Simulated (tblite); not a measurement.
Species: C5H6FNSi.
Atom-mapped SMILES: `[CH2:1]=[C:2](/[CH:3]=[CH:4]/[C:5]#[N:6])[SiH2:7][F:8]` (hydrogens: H9, H10 on C1; H11 on C3; H12 on C4; H13, H14 on Si7)

Structure used (GFN2-xTB), in Å, numbered top down from 1:
```xyz
14
C5H6FNSi angstrom
C     -1.0079    1.2957   -1.3730
C     -0.5456    0.4342   -0.4584
C      0.8832    0.2079   -0.3820
C      1.4865   -0.6211    0.4830
C      2.8803   -0.7866    0.5019
N      4.0199   -0.9245    0.5170
Si    -1.7391   -0.4715    0.7019
F     -1.2515   -0.2162    2.2176
H     -0.3493    1.8227   -2.0473
H     -2.0585    1.5056   -1.4791
H      1.4956    0.7635   -1.0840
H      0.9364   -1.1980    1.2137
H     -1.6808   -1.9178    0.5358
H     -3.0699    0.1055    0.6307
```

Method: GFN2-xTB as coded in tblite; computed harmonic values from a numerical Hessian at the method's own geometry, unscaled. Against measured fundamentals such values can be off by several per cent, at times by over 20. Modes of hydrogen on silicon can be 10 to 20 % off. One conformer, not necessarily the lowest.

Harmonic wavenumbers (cm⁻¹): 50.6, 91.8, 102.7, 113.8, 153.3, 209.1, 336.1, 364.9, 447.8, 491.7, 511.2, 555.2, 580.5, 656.0, 664.9, 728.0, 766.8, 787.0, 817.6, 911.2, 972.8, 974.1, 1051.6, 1211.5, 1252.9, 1282.2, 1415.2, 1611.6, 1627.8, 2313.0, 2356.7, 2361.4, 3033.6, 3069.1, 3076.2, 3122.2.

A = 2799, B = 941.6, C = 738.3 MHz; mass 127.025 u (most abundant isotopes); point group C1, symmetry number 1.

Question: What is the zero-point energy?

Answer: ½Σν̃ = 20036 cm⁻¹ = 57.29 kcal/mol.

Question: Give the ideal-gas entropy at 500 K and 1 bar in the rigid-rotor, harmonic-oscillator model (classical rotation).

Answer: Translation 43.03, rotation 31.03, vibration 44.93: S = 119.0 cal/(mol K).

Question: And Cp and H(500 K) − H(0)?

Answer: Cp = 48.31 cal/(mol K), of which vibrations give 40.36 (their classical limit is 36 R = 71.5); H(500 K) − H(0) = 15.23 kcal/mol without the zero-point energy, 11.25 from vibrations.

Question: Which modes carry the vibrational entropy at 500 K?

Answer: 50.6 cm⁻¹: 5.82; 91.8 cm⁻¹: 4.64; 102.7 cm⁻¹: 4.42; 113.8 cm⁻¹: 4.21; 153.3 cm⁻¹: 3.63; 209.1 cm⁻¹: 3.03 cal/(mol K); the other 30 give 19.19 together.

Question: How do the functions run with temperature in this model?

Answer: 
```tsv
T (K)	S (cal/(mol K))	Cp (cal/(mol K))	H − H(0) (kcal/mol)	G − H(0) (kcal/mol)	ln q(vib)
150	77.7	22.6	2.31	-9.34	2.89
250	91.4	31.7	5.03	-17.82	5.37
298.15	97.3	35.7	6.65	-22.36	6.54
400	108.8	42.8	10.66	-32.87	8.97
600	128.2	52.7	20.29	-56.63	13.50
900	151.4	61.7	37.56	-98.72	19.58
```

q(vib) and H(0) count from the zero-point level.

Question: Blend soft modes into free rotors: weight 1/[1 + (100 cm⁻¹/ν̃)⁴] for the oscillator and the rest for a rotor with moment μB/(μ + B), μ = h/(8π²ν), B = 10⁻⁴⁴ kg m². What vibrational entropy results?

Answer: 41.58 cal/(mol K) in place of 44.93, which changes −T·S at 500 K by +1.67 kcal/mol.

Hindered rotation and anharmonicity are outside this model. Other conformers, if any are populated, would add a mixing term that is left out. The structure is chiral; the term R ln 2 for an equal mix with its mirror image is left out.
